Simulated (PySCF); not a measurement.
Isomers of C4H14O2Si3.

All values: PBE0/pcSseg-1 (PySCF) at GFN2-xTB geometries, gas phase, one conformer each.

Problem. Rank by dipole moment, lowest first.
A. `[CH3:1][CH2:2][O:3][SiH2:4][O:5]/[C:6]([SiH3:7])=[CH:8]\[SiH3:9]` with C1–C2–O3–Si4 -76°, C2–O3–Si4–O5 -177°, O3–Si4–O5–C6 -179°, Si4–O5–C6–Si7 -7°
B. `[O:1]=[C:2]([OH:3])[C@@H:4]([SiH3:5])[CH2:6][SiH2:7][CH2:8][SiH3:9]` with O1–C2–O3–H 0°, O1–C2–C4–Si5 -98°, C2–C4–C6–Si7 70°, C4–C6–Si7–C8 -173°, C6–Si7–C8–Si9 180°
C. `[CH3:1][O:2][CH2:3][Si:4]([SiH3:5])([SiH3:6])[C:7]([CH3:8])=[O:9]` with C1–O2–C3–Si4 -173°, O2–C3–Si4–Si5 173°, C3–Si4–C7–C8 7°
D. `[SiH3:1][CH2:2][O:3][C:4]1([O:5][SiH3:6])[CH2:7][SiH2:8][CH2:9]1` with Si1–C2–O3–C4 163°, C2–O3–C4–O5 -61°, O3–C4–O5–Si6 -54°, O3–C4–C7–Si8 -103°, C4–C7–Si8–C9 -12°, C7–Si8–C9–C4 12°, O3–C4–C9–Si8 97°

Solution. D (0.54 D), B (1.54 D), A (2.41 D), C (4.22 D).

Problem. Rank by the lowest IAO charge on any atom, highest value first.
A. `[CH3:1][CH2:2][O:3][SiH2:4][O:5]/[C:6]([SiH3:7])=[CH:8]\[SiH3:9]` with C1–C2–O3–Si4 -76°, C2–O3–Si4–O5 -177°, O3–Si4–O5–C6 -179°, Si4–O5–C6–Si7 -7°
B. `[O:1]=[C:2]([OH:3])[C@@H:4]([SiH3:5])[CH2:6][SiH2:7][CH2:8][SiH3:9]` with O1–C2–O3–H 0°, O1–C2–C4–Si5 -98°, C2–C4–C6–Si7 70°, C4–C6–Si7–C8 -173°, C6–Si7–C8–Si9 180°
C. `[CH3:1][O:2][CH2:3][Si:4]([SiH3:5])([SiH3:6])[C:7]([CH3:8])=[O:9]` with C1–O2–C3–Si4 -173°, O2–C3–Si4–Si5 173°, C3–Si4–C7–C8 7°

Solution. C (-0.475 e), A (-0.634 e), B (-0.824 e).

Problem. Rank by the lowest Hirshfeld charge on any atom, lowest value first.
A. `[SiH3:1][CH2:2][O:3][C:4]1([O:5][SiH3:6])[CH2:7][SiH2:8][CH2:9]1` with Si1–C2–O3–C4 163°, C2–O3–C4–O5 -61°, O3–C4–O5–Si6 -54°, O3–C4–C7–Si8 -103°, C4–C7–Si8–C9 -12°, C7–Si8–C9–C4 12°, O3–C4–C9–Si8 97°
B. `[CH3:1][O:2][CH2:3][Si:4]([SiH3:5])([SiH3:6])[C:7]([CH3:8])=[O:9]` with C1–O2–C3–Si4 -173°, O2–C3–Si4–Si5 173°, C3–Si4–C7–C8 7°
C. `[O:1]=[C:2]([OH:3])[C@@H:4]([SiH3:5])[CH2:6][SiH2:7][CH2:8][SiH3:9]` with O1–C2–O3–H 0°, O1–C2–C4–Si5 -98°, C2–C4–C6–Si7 70°, C4–C6–Si7–C8 -173°, C6–Si7–C8–Si9 180°

Solution. C (-0.265 e), B (-0.230 e), A (-0.216 e).

All values together:

```csv
SMILES,μ (D),HOMO (eV),LUMO (eV),lowest IAO charge (e),highest IAO charge (e),lowest Hirshfeld charge (e),highest Hirshfeld charge (e)
[SiH3]COC1(O[SiH3])C[SiH2]C1,0.54,-7.85,0.43,-0.641 (O),+0.858 (Si),-0.216 (O),+0.371 (Si)
COC[Si]([SiH3])([SiH3])C(C)=O,4.22,-6.64,-1.06,-0.475 (C),+0.392 (Si),-0.230 (O),+0.213 (Si)
CCO[SiH2]O/C([SiH3])=C\[SiH3],2.41,-7.05,-0.52,-0.634 (O),+1.216 (Si),-0.220 (O),+0.441 (Si)
O=C(O)[C@@H]([SiH3])C[SiH2]C[SiH3],1.54,-7.84,-0.12,-0.824 (C),+0.760 (Si),-0.265 (O),+0.336 (Si)
```

Conformers: `[SiH3:1][CH2:2][O:3][C:4]1([O:5][SiH3:6])[CH2:7][SiH2:8][CH2:9]1` with Si1–C2–O3–C4 163°, C2–O3–C4–O5 -61°, O3–C4–O5–Si6 -54°, O3–C4–C7–Si8 -103°, C4–C7–Si8–C9 -12°, C7–Si8–C9–C4 12°, O3–C4–C9–Si8 97°; `[CH3:1][O:2][CH2:3][Si:4]([SiH3:5])([SiH3:6])[C:7]([CH3:8])=[O:9]` with C1–O2–C3–Si4 -173°, O2–C3–Si4–Si5 173°, C3–Si4–C7–C8 7°; `[CH3:1][CH2:2][O:3][SiH2:4][O:5]/[C:6]([SiH3:7])=[CH:8]\[SiH3:9]` with C1–C2–O3–Si4 -76°, C2–O3–Si4–O5 -177°, O3–Si4–O5–C6 -179°, Si4–O5–C6–Si7 -7°; `[O:1]=[C:2]([OH:3])[C@@H:4]([SiH3:5])[CH2:6][SiH2:7][CH2:8][SiH3:9]` with O1–C2–O3–H 0°, O1–C2–C4–Si5 -98°, C2–C4–C6–Si7 70°, C4–C6–Si7–C8 -173°, C6–Si7–C8–Si9 180°.
